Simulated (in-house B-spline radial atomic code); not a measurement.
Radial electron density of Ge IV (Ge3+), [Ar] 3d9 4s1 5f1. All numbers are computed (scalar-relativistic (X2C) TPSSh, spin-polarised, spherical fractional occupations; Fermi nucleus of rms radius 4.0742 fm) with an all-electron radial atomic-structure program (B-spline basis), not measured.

Caution: exact exchange at fractional occupations of open shells leaves self-interaction of up to several eV.

One-electron X2C: radii and densities carry no picture-change correction, so inner-shell <1/r> comes out high (for 1s by about 2 % at Z = 33, 5 % at 54, 10 % at 75, 30 % at 118) and <r> low.

Columns: r (bohr), 4πr²n(r) (electrons per bohr), bar.

```
 0.00194    1.343 #
 0.00243    1.973 ##
 0.00304    2.871 ###
 0.00381    4.155 ####
 0.00478    5.953 ######
   0.006    8.414 ########
 0.00752    11.65 ###########
 0.00943    15.77 ###############
  0.0118    20.69 ####################
  0.0148    26.25 #########################
  0.0186    31.87 ###############################
  0.0233     36.5 ###################################
  0.0292    39.14 ######################################
  0.0366       39 ######################################
  0.0459     36.3 ###################################
  0.0575    32.88 ################################
  0.0721    31.66 ##############################
  0.0904    34.85 ##################################
   0.113    41.15 ########################################
   0.142    45.71 ############################################
   0.178    42.98 #########################################
   0.223     33.5 ################################
    0.28    24.42 ########################
   0.351    22.89 ######################
    0.44    26.88 ##########################
   0.552    28.03 ###########################
   0.692    22.24 #####################
   0.868    13.31 #############
    1.09    6.283 ######
    1.36    2.772 ###
    1.71    1.287 #
    2.14   0.6161 #
    2.69   0.2592 
    3.37  0.09686 
    4.22   0.0124 
     5.3  0.02336 
    6.64   0.1457 
    8.32   0.1898 
    10.4  0.07727 
    13.1  0.01071 
    16.4 0.0004164 
    20.6 2.814e-06 
    25.8 2.499e-08
```

On this grid the curve has 4 maxima, near 0.0292, 0.142, 0.552, 8.32 bohr.

The 3d down radial function P(r) = rR(r), positive near the nucleus:

| r (bohr) | P |
| --- | --- |
| 0.0148 | 0.001344 |
| 0.0233 | 0.004709 |
| 0.0366 | 0.01573 |
| 0.0575 | 0.0492 |
| 0.0904 | 0.1398 |
| 0.142 | 0.343 |
| 0.223 | 0.6888 |
| 0.351 | 1.067 |
| 0.552 | 1.18 |
| 0.868 | 0.8786 |
| 1.36 | 0.4108 |
| 2.14 | 0.09801 |
| 3.37 | 0.007776 |
